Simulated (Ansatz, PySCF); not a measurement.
C2H6BClS, SMILES ClB(C)SC. Atoms are numbered in the order given.

```xyz
11

B      0.2035     0.2542     0.3799
Cl    -0.0497    -0.2956     2.0428
C      1.0580     1.5303     0.0764
H      1.9110     1.2801    -0.5769
H      1.4470     2.0009     0.9893
H      0.4602     2.2771    -0.4729
S     -0.5862    -0.7594    -0.8651
C     -0.1421     0.0562    -2.4242
H     -0.5315     1.0825    -2.4619
H     -0.6023    -0.5271    -3.2322
H      0.9463     0.0683    -2.5714
```
Charge 0, spin multiplicity 1.

The structure is a stationary point at PBE0-D3(BJ)/def2-SVP. The structure was generated by enumeration, and PubChem lists no compound with its InChIKey, so it may never have been made. The values are those of a single conformer.

Two levels are set side by side: PBE-D3(BJ)/def2-SVP (Ansatz, a program for electronic structure) and PBE0-D3(BJ)/def2-SVP (Ansatz). Each level has its own optimised geometry; the coordinates shown are those of the second. Frequencies come from the Hessian of PySCF at each geometry. Differences are taken from unrounded values.

| quantity | PBE0-D3(BJ) | PBE-D3(BJ) | PBE-D3(BJ) minus PBE0-D3(BJ) |
|---|---|---|---|
| mean bond length (Å) | 1.354 | 1.363 | 0.009 |
| bond B1–Cl2 (Å) | 1.770 | 1.780 | 0.010 |
| bond B1–C3 (Å) | 1.566 | 1.572 | 0.006 |
| bond B1–S7 (Å) | 1.789 | 1.799 | 0.010 |
| bond S7–C8 (Å) | 1.815 | 1.831 | 0.016 |
| bond C3–H4 (Å) | 1.103 | 1.112 | 0.008 |
| bond C3–H5 (Å) | 1.098 | 1.106 | 0.008 |
| bond C3–H6 (Å) | 1.103 | 1.112 | 0.008 |
| bond C8–H9 (Å) | 1.098 | 1.107 | 0.008 |
| bond C8–H10 (Å) | 1.098 | 1.106 | 0.008 |
| bond C8–H11 (Å) | 1.098 | 1.107 | 0.008 |
| highest harmonic wavenumber (cm⁻¹) | 3195 | 3105 | -90 |
| mean harmonic wavenumber (cm⁻¹) | 1322 | 1281 | -41 |
| zero-point energy (kcal/mol) | 51.02 | 49.43 | -1.58 |

GGA bonds tend to be longer and softer than those of functionals with exact exchange. Differences between two approximate levels are no errors against the true value.
